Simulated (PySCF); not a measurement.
Pr(III) with more and more OH

Computed with PySCF 2.14.0, PBE0, def2-SVP on the ligands, density fitting, scalar-relativistic core potentials, no spin-orbit coupling, vacuum. The metal has lcecp-1-SVP with ECP48. Each complex is relaxed within the symmetry of its template. Distances are means of the shortest metal–ligand contacts, charges and spins Mulliken's; removal energies are rigid, with the ligand's formal charge and no counterpoise, so too large; for an anion taken off a cation in vacuum most of it is the attraction of opposite charges, and multiply charged cations can part far more cheaply with an electron moved from ligand to metal. lcecp potentials hold a fixed number of 4f electrons in the core, out of states, spins and gaps.

| complex | point group | M–OH (Å) | charge on M (e) | dipole (D) | removal of one OH (eV) | strongest infrared band, degenerate modes summed (cm⁻¹) | unstable modes (below −25 cm⁻¹) |
| --- | --- | --- | --- | --- | --- | --- | --- |
| [Pr(OH)2]+ | C2v | 2.035 | 1.44 | – | 17.09 | – | 0 |
| [Pr(OH)4]− | S4, nearly Td | 2.206 | 0.87 | – | 5.41 | 239 | 0 |

**Question.** What does the calculation give for Pr(OH)3?

**Answer.** point group: C3v, M–OH (Å): 2.132, charge on M (e): 1.13, dipole (D): 1.37, removal of one OH (eV): 10.72, strongest infrared band, degenerate modes summed (cm⁻¹): 365, unstable modes (below −25 cm⁻¹): 0.
```xyz
7

Pr    0.0000    0.0000   -0.3229
O     2.0955    0.0000    0.0689
H     3.0021    0.0000    0.3758
O    -1.0478    1.8148    0.0689
H    -1.5010    2.5999    0.3758
O    -1.0478   -1.8148    0.0689
H    -1.5010   -2.5999    0.3758
```

The more ligands, the longer each bond and the weaker the last ligand is held.

One start shape was tried for each, so a minimum needn't be the lowest isomer.
